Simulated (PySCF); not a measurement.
A side-by-side comparison of computed properties.

First species: C₃H₈O₄SSi₂.
SMILES: `O=S(=O)(O)[C@@]1([SiH3])C=CO[SiH2]1`

Second species: C4H8F3NSi.
SMILES with atom numbers: `[F:1][CH2:2][Si@@H:3]1[CH2:4][C@@H:5]([CH:6]([F:7])[F:8])[NH:9]1` (hydrogens: H10, H11 on C2; H12 on Si3; H13, H14 on C4; H15 on C5; H16 on C6; H17 on N9)

Levels: PBE0/pcSseg-1 for dipole moment, HOMO energy, LUMO energy and HOMO–LUMO gap; GFN2-xTB for rotational constant A and rotational constant C. Geometries: GFN2-xTB. Each structure is a single optimised conformer of the isolated species, non-relativistic unless stated; the electronic structure was computed with PySCF and density fitting.

The conformers computed, where there is a choice (atom-mapped SMILES and torsion angles):
- `[O:1]=[S:2](=[O:3])([OH:4])[C@@:5]1([SiH3:6])[CH:7]=[CH:8][O:9][SiH2:10]1`: O1–S2–C5–Si6 -68°, H–O4–S2–O1 16°
- `[F:1][CH2:2][Si@@H:3]1[CH2:4][C@@H:5]([CH:6]([F:7])[F:8])[NH:9]1`: F1–C2–Si3–C4 -166°, C4–C5–C6–F7 49°

| property | column X | column Y |
| --- | --- | --- |
| dipole moment | 2.70 D | 2.17 D |
| HOMO energy | -7.18 eV | -7.16 eV |
| LUMO energy | -0.46 eV | 0.18 eV |
| HOMO–LUMO gap | 6.72 eV | 7.34 eV |
| rotational constant A | 1.222 GHz | 3.905 GHz |
| rotational constant C | 0.747 GHz | 0.611 GHz |

(1) Which column belongs to which species?

(2) How does each property change from the first species to the second?

Answers

(1) Column X is the first species and column Y the second. The first has 18 atoms and 102 electrons, the second 17 and 80.

(2) dipole moment -0.53 D; HOMO energy +0.02 eV; LUMO energy +0.64 eV; HOMO–LUMO gap +0.62 eV; rotational constant A +2.683 GHz; rotational constant C -0.136 GHz.

On the first: The dipole matches unit charges of opposite sign 0.56 Å apart (1 e·Å = 4.8032 D).

On the second: The dipole matches unit charges of opposite sign 0.45 Å apart (1 e·Å = 4.8032 D).
